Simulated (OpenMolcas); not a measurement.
An OpenMolcas run meant for Ir3+ (ANO-RCC-VTZP, DKH3; inactive shells 1s 2s 2p 3s 3p 3d 4s 4p 4d 4f 5s 5p; intended active space 6 electrons in 5 orbitals (5d)). One step of its input:

```
&RASSCF
FileOrb=start.orb
Symmetry=1
Spin=5
nActEl=6 0 0
Inactive=15 19
Ras2=5 0
CIRoot=10 10 1
SDav=5
CIMx=300
Iter=98 100
PrWF=0.3
OrbListing=Nothing
MaxOrb=0
Atom
>>> COPY $Project.JobIph JOB001
```

Lines from the output:

```
...
      Number of secondary orbitals              45
      Spin quantum number                      2.0
      State symmetry                             1
Orbital specifications:
      -----------------------

      Symmetry species                           1   2
                                                ag  au
      Frozen orbitals                            0   0
      Inactive orbitals                         15  19
      Active orbitals                            5   0
      RAS1 orbitals                              0   0
      RAS2 orbitals                              5   0
      RAS3 orbitals                              0   0
      Secondary orbitals                        22  23
      Deleted orbitals                           0   0
      Number of basis functions                 42  42
      Number of CSFs                             5
      Number of root(s) required                10
 ************ ERROR ***********
  You can't ask for more roots
  than there are configurations
 ******************************
--- Stop Module: rasscf at  /rc=_RC_INPUT_ERROR_ ---
.####################.
.# User input error #.
.####################.
```

What is wrong with the input?

CIRoot asks for more roots than the active space has configuration state functions.
